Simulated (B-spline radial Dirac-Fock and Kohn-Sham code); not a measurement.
## Satellites and hypersatellites of the K lines of Tm²⁺

System: Tm²⁺, [Xe] 4f13.

Input of the calculation (task.json; shells as n, l, electrons):

```json
{"items": [{
  "Z": 69,
  "q": 2,
  "cfg": [[1, 0, 2], [2, 0, 2], [2, 1, 6], [3, 0, 2], [3, 1, 6], [3, 2, 10], [4, 0, 2], [4, 1, 6], [4, 2, 10], [4, 3, 13], [5, 0, 2], [5, 1, 6]],
  "A": 169,
  "rrms": 5.2256,
  "do": ["binding", "quiet", "double"]
}]}
```

Launch: `python xray_run.py task.json out`

Model: Dirac-Fock (average of configuration) total-energy differences with a finite nucleus, the Breit interaction including its frequency dependence, and self-energy and vacuum-polarisation corrections. Program: a B-spline atomic structure program. Each two-hole energy is an average over J within one jj subconfiguration, not an observable level; in light atoms, where LS coupling holds, the j-resolved values are not observed lines, and for a K spectator the Kα1 hypersatellite is nearly forbidden. Correlation energy is missing from these numbers.

Lines without a spectator: Kα2 (K-L2) 49769.6 eV, Kα1 (K-L3) 50738.6 eV, Kβ3 (K-M2) 57295.0 eV, Kβ1 (K-M3) 57502.6 eV. Shifts in eV with one spectator hole (a dash: not computed, or left out as unreliable):

```
spectator hole     Kα2     Kα1      Kβ3      Kβ1
        K (1s)  +885.4  +942.7  +1143.4  +1156.6
    L2 (2p1/2)  +110.0  +145.8        –   +284.4
    L3 (2p3/2)   +88.5   +95.0   +223.1        –
    M2 (3p1/2)       –  +22.36    +44.7    +52.9
    M3 (3p3/2)  +13.22       –    +39.7    +39.9
    M4 (3d3/2)   +4.51   +1.14        –        –
    M5 (3d5/2)   -0.47   +3.13        –        –
```
